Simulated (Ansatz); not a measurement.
Stepwise reaction of `C[O][W](=[NH])(=[NH])[O]C` with water, as a gas-phase model of exchange steps in deposition or etching. ΔE in kJ/mol; ΔG adds harmonic PBE0-D4 terms to CCSD(T)/CBS, at 1 bar.

Computed with Ansatz on PBE0-D4/def2-TZVP structures; ΔE is electronic, products minus reactants. CBS: MP2 limit from def2 TZ/QZ plus the TZ coupled-cluster correction, frozen cores. This one scheme is used for every species. Functionals use def2-TZVPP. B3LYP here is the variant with VWN-RPA as its local correlation; programs differ in this. def2 core potentials past Kr. For W outer-core shells are correlated without core-valence functions, which leaves a few kJ/mol of doubt a bond. One conformer a species, not always the lowest.

```
step                                                                 reaction  PBE-D4  B3LYP-D4  ωB97M-V  CCSD(T)/CBS  ΔG(500 K)
   1  `C[O][W](=[NH])(=[NH])[O]C` + H₂O → `C[O][W](=[NH])(=[NH])[OH]` + CH₃OH     7.5       9.4      5.3         10.7        8.2
   2  `C[O][W](=[NH])(=[NH])[OH]` + H₂O → `[NH]=[W](=[NH])([OH])[OH]` + CH₃OH     7.8       9.7      5.8         11.2       14.3
```

Question: By hand: ΔE of the 2 steps together at CCSD(T)/CBS.

Answer: (10.7) + (11.2) = 21.9 kJ/mol, or 10.9 kJ/mol a step.

In ΔE the steps differ by no more than 0.5 kJ/mol. All are uphill at CCSD(T)/CBS. ΔG lies between 8.2 and 14.3 kJ/mol a step. PBE-D4 differs from CCSD(T)/CBS by -3.4 to -3.2 kJ/mol a step. Isolated molecules leave out the surface, adducts and barriers. Largest T1 diagnostic: 0.020.
